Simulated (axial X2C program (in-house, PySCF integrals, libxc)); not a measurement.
GeCO⁺: properties at the nuclei

Calculated with an in-house all-electron X2C program for linear molecules (integrals from PySCF): two-component X2C with atomic mean-field Coulomb and Gaunt terms, Gaussian nuclei, basis Ge dyall-v3z, C dyall-v3z, O dyall-av3z with contracted cores.

Ge–C–O held linear, with bonds 2.171 and 1.118 Å (near the PBE0 minimum at charge 1 of the determinant lowest at the starting distance; the state shown can have its own minimum elsewhere, held linear; other orders of the atoms were not compared).

Input and command:
```json
{"zs": [32, 6, 8], "q": 1, "bas": ["dyall-v3z", "dyall-v3z", "dyall-av3z"], "r0": [1.91, 1.13], "symm": 0, "scan": ["PBE0", "HF", "r2SCAN"], "levels": ["PBE0", "HF", "LDA"], "nst": 2}
```
```bash
python solin.py task.json out
```

Keys: zs atomic numbers; q charge; bas basis sets; r0 starting distance in Å; symm equal bonds; scan levels of the two-bond scan; levels methods; nst determinants followed.

Determinant lowest in the PBE0 search, Ω = 1/2 (⟨Sz⟩ = -0.50, ⟨Lz⟩ = 1.00 at PBE0), spin on the atoms Ge -0.44, C -0.03, O -0.03:

```tsv
level	Eeff magnitude (GV/cm)	Ws magnitude Ge (kHz)	A∥/gI Ge (MHz)	qzz Ge (a.u.)	A∥/gI C (MHz)	qzz C (a.u.)	A∥/gI O (MHz)	qzz O (a.u.)
PBE0	0.194	0.144	1570	0.25	40.2	-0.78	83.5	-0.74
HF	0.543	0.438	1480	0.82	23.3	-0.98	47.4	-0.81
LDA	0.0503	0.0233	1550	-0.13	53.4	-0.70	110	-0.73
```

Determinant 0.12 eV from it at PBE0 and this distance, Ω = 3/2 (⟨Sz⟩ = 0.50, ⟨Lz⟩ = 1.00 at PBE0), spin on the atoms Ge 0.43, C 0.04, O 0.03:

```json
{"level": "PBE0", "Eeff magnitude (GV/cm)": "0.34", "Ws magnitude Ge (kHz)": "0.0887", "A∥/gI Ge (MHz)": "236", "qzz Ge (a.u.)": "0.08", "A∥/gI C (MHz)": "-1.03", "qzz C (a.u.)": "-0.77", "A∥/gI O (MHz)": "20.9", "qzz O (a.u.)": "-0.73"}
{"level": "HF", "Eeff magnitude (GV/cm)": "0.861", "Ws magnitude Ge (kHz)": "0.236", "A∥/gI Ge (MHz)": "269", "qzz Ge (a.u.)": "0.67", "A∥/gI C (MHz)": "-4.77", "qzz C (a.u.)": "-0.98", "A∥/gI O (MHz)": "16.6", "qzz O (a.u.)": "-0.81"}
{"level": "LDA", "Eeff magnitude (GV/cm)": "0.182", "Ws magnitude Ge (kHz)": "0.0441", "A∥/gI Ge (MHz)": "248", "qzz Ge (a.u.)": "-0.31", "A∥/gI C (MHz)": "1.79", "qzz C (a.u.)": "-0.69", "A∥/gI O (MHz)": "23.6", "qzz O (a.u.)": "-0.72"}
```

Eeff is the effective electric field on the electron electric dipole moment in this Ω state and Ws the scalar–pseudoscalar constant of the nucleus named (defined with the proton number Z and per Ω); A∥ (defined per Ω) follows by multiplying with gI = μI/(I μN); qzz is the electric field gradient, eQq0 = 234.96 MHz × Q/barn × qzz. The operators were transformed with the bare-nucleus X2C matrices; with these basis sets, hyperfine constants and field gradients can be off by tens of per cent, and where levels differ in sign neither size nor sign is settled.

(1) With gI(73Ge) = -0.1954, Q(17O) = -0.02558 barn (g factors from the IAEA table of nuclear moments by Stone; Q from Pyykkö, Mol. Phys. 2018), turn the PBE0 values of the first state into constants in MHz.

The molecule was held linear; bending was not examined, so a bent shape may lie lower.

Each state is one determinant with collinear spin. Unrestricted Hartree–Fock can overshoot spin polarisation at the nuclei. Where Eeff spreads by more than a factor of two the levels disagree and none is to be relied on. The search compared states at one distance, so a state with another bond length can lie lower. Where a field gradient or hyperfine factor spreads by more than a factor of two over the levels, a constant derived from it is not to be relied on. PBE0 term energies can be off by some tenths of an eV.

Answers

(1) A∥(73Ge) = 1570 × -0.1954 = -307 MHz; eQq0(17O) = 234.96 × (-0.02558) × (-0.74) = 4.45 MHz.
